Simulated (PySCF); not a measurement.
Numbering as in the mapped SMILES `[Cl:1][C@H:2]1[CH2:3][CH2:4][SiH2:5][O:6][SiH2:7]1`; H(Xn) means a hydrogen on atom n. Ha(C3), Ha(C4), Ha(Si5), Ha(Si7) are cis to Cl1 on the ring; Hb(C3), Hb(C4), Hb(Si5), Hb(Si7) are trans to Cl1 on the ring.

One conformer, relativity neglected, no solvent. GFN2-xTB structure; GIAO PBE0/pcSseg-1 shieldings; PySCF 2.14.

Task: Predict the 2D correlation tables (HSQC, COSY, HMBC).

Result: 

HSQC (one-bond C–H):
```
           δH         δC
 3.21 (H(C2))  48.1 (C2)
2.61 (Hb(C3))  35.0 (C3)
2.06 (Ha(C3))  35.0 (C3)
1.02 (Hb(C4))  15.2 (C4)
0.90 (Ha(C4))  15.2 (C4)
```

COSY cross peaks (H two or three bonds apart, from the bond graph; peaks can be absent where the dihedral angle is near 90°):
```
            δH              δH
5.15 (Ha(Si5))  5.10 (Hb(Si5))
5.15 (Ha(Si5))   1.02 (Hb(C4))
5.15 (Ha(Si5))   0.90 (Ha(C4))
5.10 (Hb(Si5))   1.02 (Hb(C4))
5.10 (Hb(Si5))   0.90 (Ha(C4))
5.05 (Hb(Si7))  4.88 (Ha(Si7))
5.05 (Hb(Si7))    3.21 (H(C2))
4.88 (Ha(Si7))    3.21 (H(C2))
  3.21 (H(C2))   2.61 (Hb(C3))
  3.21 (H(C2))   2.06 (Ha(C3))
 2.61 (Hb(C3))   2.06 (Ha(C3))
 2.61 (Hb(C3))   1.02 (Hb(C4))
 2.61 (Hb(C3))   0.90 (Ha(C4))
 2.06 (Ha(C3))   1.02 (Hb(C4))
 2.06 (Ha(C3))   0.90 (Ha(C4))
 1.02 (Hb(C4))   0.90 (Ha(C4))
```

HMBC (two and three bonds, from the bond graph):
```
            δH                    δC
5.15 (Ha(Si5))  35.0 (C3), 15.2 (C4)
5.10 (Hb(Si5))  35.0 (C3), 15.2 (C4)
5.05 (Hb(Si7))  48.1 (C2), 35.0 (C3)
4.88 (Ha(Si7))  48.1 (C2), 35.0 (C3)
  3.21 (H(C2))  35.0 (C3), 15.2 (C4)
 2.61 (Hb(C3))  48.1 (C2), 15.2 (C4)
 2.06 (Ha(C3))  48.1 (C2), 15.2 (C4)
 1.02 (Hb(C4))  48.1 (C2), 35.0 (C3)
 0.90 (Ha(C4))  48.1 (C2), 35.0 (C3)
```

References, each an isolated molecule treated in the same way: TMS for 1H and 13C.

Short H···H contacts in this conformer between protons four or more bonds apart (candidates for NOE cross peaks, intensity ∝ r⁻⁶): H(C2)···Hb(C4) 2.48 Å.

Carbons that carry Cl, above all several Cl atoms, come out too deshielded, partly because spin–orbit coupling is missing. Shifts are as computed. Against solution values, carbons near 30 ppm lie about +3 ppm off and those near 130 ppm about +5 ppm; carbons on Cl a further +6 ppm. Of 1211 compounds with measured shifts, 218 miss one by over three times the rms of a fit or turn the order of signals round; such compounds aren't used in these exercises.
